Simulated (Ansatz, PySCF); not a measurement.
Gas-phase reaction (SMILES): COB(Cl)OC [chloro(dimethoxy)borane] + Cl (HCl) -> COB(Cl)Cl [dichloro(methoxy)borane] + CO (CH4O) [methanol]; hydrogen chloride cleaves one B-O bond, a model of a ligand-exchange step.

Each molecule is optimised on its own at B3LYP-D3(BJ)/def2-TZVP (Ansatz, a quantum-chemistry and plane-wave program), one conformer each, not searched for the lowest. Correlated levels leave the core frozen unless marked. Spin-orbit coupling is left out. No relativistic terms. CBS(X,Y): correlation extrapolated as X^-3; Hartree-Fock from the larger set. The bracket is a focal-point correction in the basis named. Thermal terms are rigid-rotor harmonic-oscillator values from B3LYP-D3(BJ) frequencies (Ansatz or PySCF) at 298.15 K and 1 atm. 1 Eh = 627.5095 kcal/mol.

```csv
species,"E, RI-MP2/CBS(aug-cc-pV(T+d)Z,aug-cc-pV(Q+d)Z)+[CCSD(T)-MP2]/aug-cc-pV(T+d)Z (Ansatz) (Eh)","E, PBE-D3(BJ)/def2-TZVPD (Ansatz + dftd3) (Eh)",H - E (Eh)
COB(Cl)OC,-714.75677,-715.07467,0.09987
Cl (HCl),-460.37874,-460.62865,0.01000
COB(Cl)Cl,-1059.50170,-1060.05409,0.05646
CO (CH4O),-115.61566,-115.63404,0.05533
```

Question: Work out ΔE and ΔH at 298.15 K at the first level, then ΔH at the second.

Answer: 
1. ΔE = [(-1059.50170) + (-115.61566)] - [(-714.75677) + (-460.37874)] = 0.01815 Eh = 11.4 kcal/mol at RI-MP2/CBS(aug-cc-pV(T+d)Z,aug-cc-pV(Q+d)Z)+[CCSD(T)-MP2]/aug-cc-pV(T+d)Z.
2. The terms H - E add up to 0.00192 Eh, so ΔH = (0.01815 + (0.00192))×627.5095 = 12.6 kcal/mol.
3. At PBE-D3(BJ)/def2-TZVPD the same steps give ΔE = 9.5 and ΔH = 10.7 kcal/mol, a shift of -1.9 from the first level.
4. These values are not checked against measurement here, since the tables used lack a sound gas-phase enthalpy of formation for at least one species.
